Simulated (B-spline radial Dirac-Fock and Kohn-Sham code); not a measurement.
**Dipole and non-dipole photoemission parameters of Cr 4s**

System: the free chromium atom, configuration [Ar] 3d5 4s1; threshold 5.76 eV (orbital energy of the model). Model: Dirac-Hartree-Slater photoionisation with a Latter tail; cross sections with all multipoles, angular parameters from the dipole term and its interference with E2. Program: a radial B-spline solver.

For linearly polarised light dσ/dΩ = σ/(4π) [1 + β P₂(cos θ) + (δ + γ cos²θ) sin θ cos φ], with θ from the polarisation vector and φ the angle between the beam and the projection of the electron momentum on the plane normal to the polarisation.

```
hν (eV)   σ (kb)      β       γ
     60     29.4  1.999   0.121
   63.1     28.1  1.999   0.127
   74.5     24.0  1.999   0.147
   74.7        ?      ?       ?
   77.2     23.2  1.999   0.150
    100     17.4  1.999   0.169
    114     14.8  1.999   0.172
    168     8.63  1.999   0.151
    213     6.06  1.999   0.119
    229     5.42  1.999   0.108
    231     5.35  1.999   0.107
    372     2.53  2.000   0.023
    600     1.12  2.000  -0.043
    861    0.582  2.000  -0.046
    908    0.526  2.000  -0.042
    937    0.496  2.000  -0.039
   1020    0.422  2.000  -0.028
   1180    0.318  2.000  -0.001
 1253.6    0.283  2.000   0.013
   1490    0.201  2.000   0.063
   1500    0.198  2.000   0.066
   2000    0.110  2.000   0.187
   2440   0.0726  2.000   0.299
   3770   0.0279  2.000   0.618
   4750   0.0164  2.000   0.829
   6000  0.00940  1.999   1.072
   6070  0.00914  1.999   1.085
 9251.7  0.00321  1.999   1.599
  11700  0.00175  1.999   1.930
  12000  0.00164  1.999   1.968
```

Question: Give the values at 74.7 eV.

Answer: σ = 23.9 kb, β = 1.999, γ = 0.147. For an s subshell δ is negligible.

Values without a named source are computed, but for edge energies of neutral atoms, which are taken from tables.
